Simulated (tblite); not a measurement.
Run record: tight-binding relaxation, `CC#C[SiH2][C@@H]([GaH2])S[SiH3]`.

Computed with GFN2-xTB geometry optimisation, gas phase (tblite 0.8.0). Start geometry: from a force field or distance geometry. The command runs a driver script over a list of jobs; the input below is this job's line of settings and its coordinates in Å.

Command:
```bash
OMP_NUM_THREADS=1 python probes_run.py task.json out
```

Input:
```
{"job": {"kind": "relax", "xc": "GFN2-xTB", "basis": "xTB"}, "charge": 0, "multiplicity": 1}
C      3.950700    -1.028200     0.170900
C      2.792000    -0.076700     0.119200
C      1.879200     0.694900     0.103000
Si     0.497500     1.899000     0.054000
C     -1.088000     0.985100    -0.013700
Ga    -1.252500    -0.345500    -1.598600
S     -1.411700    -0.177600     1.298300
Si    -3.351700    -1.009300     0.824700
H      3.791200    -1.701000     1.019100
H      4.032500    -1.517100    -0.797000
H      4.902200    -0.481200     0.366900
H      0.610200     2.811800     1.197000
H      0.572400     2.730400    -1.147800
H     -1.909400     1.751800     0.041800
H     -0.487800    -1.607700    -1.182000
H     -2.123100     0.437900    -2.454300
H     -4.195900     0.174300     0.500300
H     -3.279900    -1.775800    -0.440600
H     -3.937800    -1.755800     1.931300
```

Output:
```
step      E/eV     max force
  0    -597.70190    2.696
  1    -597.91325    4.118
  2    -598.08335    2.265
  3    -598.16486    0.834
  4    -598.22648    0.733
  5    -598.29049    0.962
  6    -598.34756    0.687
  7    -598.38922    0.520
  8    -598.42007    0.520
  9    -598.45230    0.726
... (199 lines left out)
209    -598.77140    0.037
210    -598.77158    0.036
211    -598.77180    0.029
212    -598.77195    0.024
213    -598.77206    0.025
214    -598.77215    0.022
215    -598.77223    0.018
216    -598.77229    0.017
217    -598.77232    0.016
218    -598.77234    0.009
```

«max force» is the largest atomic force in eV/Å.

**Question.** From which step on does the largest force stay under 0.1 eV/Å, and how much energy is left to gain from there?

**Answer.** From step 133 (0.087 eV/Å), 22.3 meV above the end.

Main results: energy lowered by 24.7 kcal/mol over 218 steps; largest atomic force 0.009 eV/Å at the end.

**Question.** Give the final coordinates.

**Answer.** 0.984 Å rms from the input after alignment:
```
atom  x, y, z in Å
C1     3.2174   -1.1360   -0.3701
C2     2.3439   -0.0149   -0.0895
C3     1.7178    0.9923    0.1765
Si4    0.3506    2.2444    0.4119
C5    -1.0977    1.0776   -0.0156
Ga6   -0.1134   -0.4920   -0.8621
S7    -1.7075    0.3011    1.5504
Si8   -3.3092   -0.8223    0.7047
H9     3.5146   -1.6230    0.5587
H10    2.6784   -1.8576   -0.9926
H11    4.1076   -0.7987   -0.9011
H12    0.3590    2.7403    1.7862
H13    0.4946    3.2895   -0.6082
H14   -1.9429    1.6029   -0.4649
H15   -0.0573   -1.8620   -0.1189
H16    0.3156   -0.5534   -2.3750
H17   -4.3131    0.1430    0.2544
H18   -2.7939   -1.5726   -0.4558
H19   -3.7742   -1.6493    1.8038
```

**Question.** Estimate the wall time. Hardware: one thread, Arm Neoverse V2 (aarch64), no GPU, shared host with 192 logical CPUs at a one-minute load of 70.

**Answer.** About 2.3 s.
Labels such as C1 count atoms from 1, the log's own numbers from 0.
